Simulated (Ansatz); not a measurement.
Cost and result up the ladder for Ga₇P₇H₂₀, a nanocrystal cut from zinc blende GaP (hydrogen-capped) (34 atoms). Total charge 0; singlet. Geometry: PBE-D4/def2-SVP.

```tsv
atom	x (Å)	y (Å)	z (Å)
Ga1	-1.0524	3.6034	0.1534
Ga2	1.5047	-2.5679	-2.4060
Ga3	-1.6906	0.1192	-1.6048
Ga4	1.9993	1.1438	-0.3919
Ga5	0.6718	1.6668	3.2983
Ga6	0.0080	-1.7907	1.4958
Ga7	-3.0721	0.6218	2.0686
P8	2.7923	-0.6198	-1.9102
P9	-0.0922	1.8184	-1.2514
P10	-1.3408	2.2860	2.1416
P11	-0.5691	-1.5537	-3.0147
P12	0.9766	-3.2918	-0.1932
P13	-1.9440	-0.9125	0.5024
P14	1.4872	0.0427	1.6314
H15	-2.4457	3.9383	-0.5163
H16	0.1180	4.6524	0.3303
H17	2.1224	-3.6225	-3.3944
H18	-3.0007	0.5052	-2.3868
H19	3.1534	2.2135	-0.3652
H20	1.7303	2.8417	3.2689
H21	0.3483	0.8004	4.5814
H22	-0.1685	-2.6786	2.7832
H23	-4.3370	1.1485	1.2786
H24	-3.1506	-0.1782	3.4308
H25	3.1764	-0.0683	-3.1744
H26	4.0829	-1.0923	-1.5088
H27	0.1841	2.3592	-2.5493
H28	-1.9054	3.2479	3.0438
H29	-0.3925	-1.0619	-4.3477
H30	-1.4580	-2.6320	-3.3258
H31	0.1752	-4.4685	-0.3446
H32	2.1574	-3.9286	0.3068
H33	-2.7976	-2.0408	0.2750
H34	2.7290	-0.5015	2.0953
```

Ansatz on 2 threads of AMD EPYC 7R13 on a shared host and a share (18 GiB) of an NVIDIA H100 80GB HBM3. Times are rough, and most runs start from the orbitals of an earlier one. r2SCAN0-D4/def2-TZVP serves as the yardstick here, not as an exact answer. Differences are given only for rows in sets of like size (and for xTB, whose basis is part of the method), since another set adds its own error. Binding counts from free atoms at the same level (Ga doublet, P quartet, H doublet; other spins of the atoms weren't run), without zero-point energy or a counterpoise term.

B3LYP takes the VWN-RPA correlation. Correlated methods freeze 98 core orbitals; core or outer-core shells of Ga are correlated, in sets that lack core-valence functions. The rows differ in basis, and correlated rows in double-zeta sets carry the largest basis error. Single mean-field runs in def2-SVP, def2-TZVP are fitted with def2-universal-jkfit.

Correlated methods converge slowly with the basis, most of all in double-zeta sets.

```csv
level,functions,wall time,binding energy per atom (eV),difference from r2SCAN0-D4/def2-TZVP (eV)
PBE-D4/def2-SVP,450,4 s,2.74,–
PBE0-D4/def2-SVP,450,6 s,2.74,–
MP2/def2-SVP,450,7.5 s,2.50,–
revPBE-D4/def2-TZVP (with forces),715,8 s,2.69,-0.04
PBE-D4/def2-TZVP,715,9 s,2.74,0.01
B3LYP-D4/def2-TZVP,715,9 s,2.73,0.00
r2SCAN0-D4/def2-TZVP,715,11 s,2.73,0.00
r2SCAN-D4/def2-TZVP,715,12 s,2.75,0.02
PBE0-D4/def2-TZVP (with forces),715,20 s,2.73,0.00
```
